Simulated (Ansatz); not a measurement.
Born–Oppenheimer molecular dynamics of Cl₂F₂H₃NZr (9 atoms, charge 0, multiplicity 1). It starts at the highest image of a converged band, a first-order saddle point between two minima.

All numbers below come from RKS B3LYP-D4/def2-SVP (Ansatz).

| Item | Value |
| --- | --- |
| ensemble | NVE (velocity Verlet) |
| time step | 0.5 fs |
| steps asked | 200 |
| starting velocities drawn for | 100 K |
| seed | 2196 |

First frame:

```xyz
9
Properties=species:S:1:pos:R:3
Zr 0.272 -0.364 -0.017
Cl -0.308 -0.005 2.612
Cl 2.151 -0.066 -1.431
F -0.713 1.239 -0.298
N -0.952 -1.728 -0.812
H -0.744 -2.719 -0.939
H -1.854 -1.516 -1.242
F 1.334 -1.589 1.335
H 0.694 -1.039 2.253
```

Task: What does the run give?

Result: The run went to its last step.

```yaml
steps_done: 200
time_covered: 100 fs
mean_temperature_over_the_second_half: 128 K
spread_of_the_potential_energy_over_the_second_half: 3.1 meV per atom
mean_potential_energy_of_the_second_half_above_the_start: -2.8 meV per atom
```

The conserved energy stayed within 0.08 meV per atom of its start (net change 0.055 meV per atom), so the integration is sound. A run of 0.1 ps of so small a system gives no equilibrium averages. The orbitals stay closed-shell, which can raise the energy where a bond breaks towards radicals; this wasn't checked here.

Task: What happens to the structure?

Result: Between its relaxed ends the band would form Cl2–H9 and break F8–H9. These pairs go: Cl2–H9 1.48 → 1.33 Å, F8–H9 1.25 → 2.19 Å. In the last frame they stand as after the step (other bonds may differ from the relaxed reactants and products). Also parted: Zr1–H9 2.41 → 3.17 Å. It ends as one piece, Cl2F2H3NZr. Pairs count as bonded within 1.25 times the sum of covalent radii (0.12 Å more for H–H). The details hang on the random start.

Task: How do temperature and energy run in time?

Result: 
| time (fs) | T (K) | potential energy less start (eV) | conserved less start (meV/atom) |
| --- | --- | --- | --- |
| 0 | 100 | 0.000 | 0.00 |
| 3 | 68 | 0.030 | 0.06 |
| 6 | 53 | 0.043 | 0.04 |
| 9 | 53 | 0.043 | 0.01 |
| 12 | 35 | 0.060 | 0.07 |
| 15 | 62 | 0.035 | 0.02 |
| 18 | 73 | 0.024 | 0.01 |
| 21 | 54 | 0.043 | 0.07 |
| 24 | 67 | 0.030 | 0.01 |
| 27 | 49 | 0.046 | 0.03 |
| 30 | 28 | 0.066 | 0.07 |
| 33 | 59 | 0.037 | 0.01 |
| 36 | 64 | 0.033 | 0.04 |
| 39 | 66 | 0.031 | 0.06 |
| 42 | 90 | 0.009 | 0.01 |
| 45 | 70 | 0.028 | 0.05 |
| 48 | 56 | 0.040 | 0.06 |
| 51 | 78 | 0.020 | 0.02 |
| 54 | 77 | 0.022 | 0.05 |
| 57 | 86 | 0.013 | 0.06 |
| 60 | 121 | -0.019 | 0.01 |
| 63 | 101 | -0.001 | 0.06 |
| 66 | 120 | -0.018 | 0.04 |
| 69 | 121 | -0.019 | 0.03 |
| 72 | 118 | -0.016 | 0.05 |
| 75 | 118 | -0.016 | 0.04 |
| 78 | 132 | -0.029 | 0.02 |
| 81 | 124 | -0.021 | 0.06 |
| 84 | 144 | -0.039 | 0.02 |
| 87 | 145 | -0.041 | 0.03 |
| 90 | 155 | -0.049 | 0.05 |
| 93 | 163 | -0.057 | 0.04 |
| 96 | 189 | -0.080 | 0.01 |
| 99 | 175 | -0.067 | 0.07 |

Time of the run: 8.5 min on 4 threads of Arm Neoverse V1, on a shared host, peak memory 0.34 GiB.
